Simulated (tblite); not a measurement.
Compound: C5H8F2GeS.
SMILES with atom numbers: `[F:1][CH:2]([F:3])[C@H:4]([SH:5])[C:6]#[C:7][CH2:8][GeH3:9]` (hydrogens: H10 on C2; H11 on C4; H12 on S5; H13, H14 on C8; H15, H16, H17 on Ge9)

Computed with GFN2-xTB (tblite), gas phase: L-BFGS steps from a force-field or distance-geometry start until the largest atomic force falls under 0.01 eV/Å.

Step 0: E = -798.1944 eV
```
atom  x, y, z in Å  |  force x, y, z in eV/Å
F1     -3.1830    1.0549   -2.0649    0.900   0.097   0.010
C2     -1.9605    0.9227   -1.4678    0.119  -0.003   0.203
F3     -0.9638    1.0043   -2.4257   -1.057   0.070   0.620
C4     -1.8738   -0.4271   -0.7579    0.985  -0.747  -0.197
S5     -3.1686   -0.5575    0.5338   -0.030  -1.189   0.312
C6     -0.5635   -0.6019   -0.1194    0.561   0.097   0.020
C7      0.5227   -0.7315    0.3977   -0.185  -0.104   0.028
C8      1.8398   -0.8872    1.0338   -1.048  -0.654  -0.257
Ge9     2.8068    0.7888    0.9368    0.427   1.236  -0.092
H10    -1.8222    1.7446   -0.7244   -0.063  -0.151  -0.586
H11    -2.0237   -1.2499   -1.4929   -0.057   0.447   0.268
H12    -2.8925   -1.9133    0.7965   -0.272   1.267  -0.193
H13     2.4022   -1.6766    0.5071   -0.236   0.162   0.207
H14     1.7069   -1.1848    2.0890   -0.013  -0.001  -0.391
H15     4.1886    0.6330    1.6021   -0.474   0.107  -0.247
H16     1.9958    1.8902    1.6921    0.488  -0.518  -0.423
H17     2.9818    1.2034   -0.5457   -0.045  -0.115   0.718
```

Step 1: E = -798.3388 eV
```
atom  x, y, z in Å  |  force x, y, z in eV/Å
F1     -3.1702    1.0563   -2.0648    0.566   0.069  -0.058
C2     -1.9588    0.9226   -1.4649    0.076  -0.287   0.370
F3     -0.9789    1.0053   -2.4168   -0.640   0.097   0.285
C4     -1.8597   -0.4378   -0.7607    0.633  -0.249   0.133
S5     -3.1690   -0.5745    0.5383    0.032  -0.664   0.084
C6     -0.5554   -0.6005   -0.1192   -0.296   0.134  -0.405
C7      0.5201   -0.7330    0.3981    0.495  -0.226   0.348
C8      1.8248   -0.8965    1.0301   -0.499  -0.070  -0.193
Ge9     2.8129    0.8065    0.9355    0.124   0.570  -0.043
H10    -1.8231    1.7425   -0.7328   -0.034  -0.010  -0.337
H11    -2.0245   -1.2435   -1.4891   -0.034   0.149   0.034
H12    -2.8964   -1.8952    0.7937   -0.166   0.760  -0.103
H13     2.3988   -1.6743    0.5101   -0.197   0.054   0.106
H14     1.7068   -1.1848    2.0834   -0.073  -0.041  -0.239
H15     4.1818    0.6345    1.5986   -0.374   0.115  -0.204
H16     2.0028    1.8829    1.6861    0.405  -0.359  -0.337
H17     2.9811    1.2017   -0.5355   -0.015  -0.042   0.557
```

Step 2: E = -798.3712 eV
```
atom  x, y, z in Å  |  force x, y, z in eV/Å
F1     -3.1471    1.0590   -2.0664    0.012  -0.036  -0.092
C2     -1.9557    0.9141   -1.4525   -0.062  -0.316   0.400
F3     -1.0053    1.0086   -2.4040    0.071   0.074  -0.201
C4     -1.8340   -0.4505   -0.7582   -0.470   0.160   0.051
S5     -3.1683   -0.6026    0.5430   -0.107   0.530  -0.208
C6     -0.5602   -0.5958   -0.1310    2.874  -0.362   1.172
C7      0.5334   -0.7404    0.4085   -2.855   0.210  -1.316
C8      1.8026   -0.9032    1.0226    0.755   0.327   0.231
Ge9     2.8196    0.8321    0.9335   -0.144  -0.292   0.025
H10    -1.8246    1.7411   -0.7469    0.008   0.173   0.082
H11    -2.0259   -1.2360   -1.4862   -0.008  -0.126  -0.172
H12    -2.9032   -1.8638    0.7893    0.092  -0.404   0.105
H13     2.3913   -1.6716    0.5147   -0.102  -0.043  -0.014
H14     1.7045   -1.1860    2.0736   -0.103  -0.055  -0.027
H15     4.1674    0.6387    1.5908   -0.179   0.107  -0.111
H16     2.0182    1.8686    1.6731    0.185  -0.027  -0.130
H17     2.9804    1.1997   -0.5139    0.032   0.081   0.205
```

Step 3: E = -798.4167 eV
```
atom  x, y, z in Å  |  force x, y, z in eV/Å
F1     -3.1434    1.0592   -2.0678   -0.013  -0.082  -0.029
C2     -1.9558    0.9084   -1.4458   -0.010  -0.104   0.202
F3     -1.0087    1.0101   -2.4043    0.083   0.029  -0.128
C4     -1.8338   -0.4498   -0.7558   -0.114  -0.054   0.213
S5     -3.1688   -0.6020    0.5413   -0.043   0.532  -0.219
C6     -0.5407   -0.5977   -0.1255   -1.287   0.175  -0.845
C7      0.5152   -0.7407    0.4011    1.423  -0.326   0.774
C8      1.8064   -0.8995    1.0232    0.165   0.354  -0.037
Ge9     2.8186    0.8325    0.9335   -0.146  -0.357   0.022
H10    -1.8247    1.7429   -0.7482    0.006   0.138   0.113
H11    -2.0262   -1.2366   -1.4880    0.053  -0.050  -0.072
H12    -2.9035   -1.8624    0.7896    0.092  -0.415   0.109
H13     2.3890   -1.6718    0.5151   -0.118  -0.025  -0.027
H14     1.7029   -1.1869    2.0718   -0.119  -0.040  -0.037
H15     4.1632    0.6405    1.5884   -0.144   0.096  -0.091
H16     2.0228    1.8659    1.6696    0.133   0.035  -0.081
H17     2.9806    1.2002   -0.5082    0.039   0.096   0.133
```

Q: Estimate the geometry and energy of step 4. (The exact step hangs on the optimiser's Hessian estimate; all steps are aligned on step 3, rigid shifts and turns removed.)

A: E = -798.4362 eV, largest force 0.225 eV/Å
```
atom  x, y, z in Å  |  force x, y, z in eV/Å
F1     -3.1475    1.0578   -2.0677    0.115  -0.057  -0.004
C2     -1.9565    0.9094   -1.4462    0.029  -0.054   0.098
F3     -1.0032    1.0097   -2.4078   -0.111   0.022   0.040
C4     -1.8403   -0.4487   -0.7549    0.012  -0.073   0.093
S5     -3.1697   -0.5911    0.5383   -0.006   0.021  -0.070
C6     -0.5461   -0.5976   -0.1287    0.025   0.005  -0.168
C7      0.5207   -0.7419    0.4039    0.106  -0.123   0.113
C8      1.8126   -0.8954    1.0246    0.045   0.142  -0.020
Ge9     2.8162    0.8246    0.9341   -0.062  -0.084   0.002
H10    -1.8244    1.7445   -0.7446   -0.004   0.070   0.015
H11    -2.0254   -1.2382   -1.4890    0.019  -0.004  -0.039
H12    -2.9012   -1.8728    0.7916   -0.021   0.062   0.028
H13     2.3891   -1.6724    0.5141   -0.105  -0.002   0.005
H14     1.7022   -1.1871    2.0731   -0.083  -0.028  -0.069
H15     4.1643    0.6408    1.5888   -0.164   0.089  -0.099
H16     2.0214    1.8689    1.6711    0.179  -0.048  -0.128
H17     2.9811    1.2016   -0.5107    0.024   0.062   0.205
```

The energy changes by -0.0196 eV. The first-order estimate −F·Δx gives -0.0390 eV and the mean of the old and new forces, exact on a quadratic surface, -0.0198 eV. The step makes an angle of 51° with the force vector and moves no atom by more than 0.011 Å.

What follows is the cost of the whole relaxation. Time: 0.5 s wall. Hardware: an Arm Neoverse V1 with one thread, shared host with 32 logical CPUs at a one-minute load of 17.
